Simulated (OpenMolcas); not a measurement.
neutral boron: effect of the IPEA shift

- Program: OpenMolcas 26.06
- Basis: ANO-RCC-VQZP [5s4p3d2f1g]
- Scalar Hamiltonian: DKH2, point nucleus
- Active space: 3 electrons in 9 orbitals (RAS2 2s 2p; RAS3 3d, at most 2 electrons)
- State averaging: 2S+1 = 4 odd, 1 root (0 in the spin-orbit step); 2S+1 = 2 odd, 3 roots; 2S+1 = 4 even, 3 roots; 2S+1 = 2 even, 5 roots
- Spin-orbit coupling: RASSI with atomic mean-field integrals over the reference wave functions, term energies averaged over their components

Methods on the same reference wave functions:
A. RASSCF
B. SS-RASPT2, IPEA 0 Eh, imaginary shift 0.1 Eh (closed shells correlated: 1s)
C. SS-RASPT2, IPEA 0.25 Eh, imaginary shift 0.1 Eh (closed shells correlated: 1s)

Energies in cm⁻¹ above 2s² 2p ²P°_1/2, the measured ground level; measured values from NIST Handbook of Basic Atomic Spectroscopic Data.

```
         Level      A      B      C  Measured
2s² 2p ²P°_1/2    0.0    0.0    0.0       0.0
2s² 2p ²P°_3/2   14.5   14.5   14.5      15.3
 2s 2p² ⁴P_1/2  27371  28400  28420     28870
 2s 2p² ⁴P_3/2  27376  28400  28420     28875
 2s 2p² ⁴P_5/2  27384  28410  28430     28881
 2s 2p² ²D_3/2  50838  48520  48690     47857
 2s 2p² ²D_5/2  50838  48520  48690     47857
```

Deviations, from unrounded energies. A percentage is the sum of absolute deviations over the sum of measured energies, with the sign that they share, or ± where signs differ.

| Against measurement | Levels | A | B | C |
| --- | --- | --- | --- | --- |
| mean absolute deviation (cm-1) | 6 | 1700 | 460 | 500 |
| fine structure of the ground term (%) | 1 | -4.9 | -4.9 | -4.9 |
| other configurations (%) | 5 | ±5.7 | ±1.5 | ±1.7 |

B lies closest to measurement on these levels and A furthest from it. The largest miss of B in the table is 2s 2p² ²D_5/2, by +670 cm-1. The ranking rests on the paired levels alone, and a cruder setting can come out closer through cancelling errors.

Between B and C the level of the table that moves most is 2s 2p² ²D_3/2, by 170 cm-1 (lowest in B, highest in C). Moves below CASPT2's spread within the term are not significant.

The lowest spin-free term lies below A's lowest term by 0.051 hartree in B, 0.051 hartree in C.

CASPT2 breaks the degeneracy within a term, and the mean is taken; among the terms shown or strongly mixed into the levels shown the widest spread is 14 cm-1 (2s 2p² ²D, B). Active for correlation alone: 3d; no level in the range computed is led by a configuration that fills it, so any true level of that kind is missing. Without dynamic correlation excited terms often stand tens of per cent too high (terms of higher spin than the ground term too low), and those without a measured partner can miss by more than the paired ones (holds for A). Measured partners are found by configuration, term and J. A level has none where our copy of the source lacks it or the pairing is in doubt (some pairs that miss far off the trend of their configuration count as doubtful), and it then counts in no deviation. Levels of configurations outside the active space are missing.

° marks odd parity.
